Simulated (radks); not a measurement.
Problem. Species: Mo4+. Configuration: [Kr] 4d2. All-electron calculation, scalar-relativistic Kohn-Sham, r2SCAN, spin-polarised, spherical densities, finite nucleus; open shells are filled with parallel spins first (spin-orbit coupling, left out, can overturn this in heavy ions); meta-GGA in the generalised Kohn-Sham scheme; Fermi nuclear charge, rms radius 4.4091 fm. Program: a radial shooting solver on a logarithmic mesh with Libxc functionals. Some entries of the table are withheld. Estimate them.

orbital,occ.,eigenvalue (hartree),<r> (bohr)
1s down,1,-731.8544,0.03517
1s up,1,-731.8537,0.03517
2s up,1,-105.3753,0.1536
2s down,1,-105.3592,0.1536
2p up,3,-94.29982,0.1340
2p down,3,-94.28828,0.1339
3s up,1,-19.62143,0.4277
3s down,1,-19.61631,0.4277
3p up,3,-15.95757,0.4297
3p down,3,-15.95076,0.4298
3d up,5,-10.01900,0.4149
3d down,5,-10.00579,0.4149
4s up,1,-4.19065,1.093
4s down,1,-4.11597,1.088
4p up,3,-3.18727,1.197
4p down,3,-3.10371,1.190
4d up,2,(1),1.507
4d down,0,(2),1.492

Solution. 
(1) 4d up eigenvalue (hartree): -1.72932
(2) 4d down eigenvalue (hartree): -1.62524
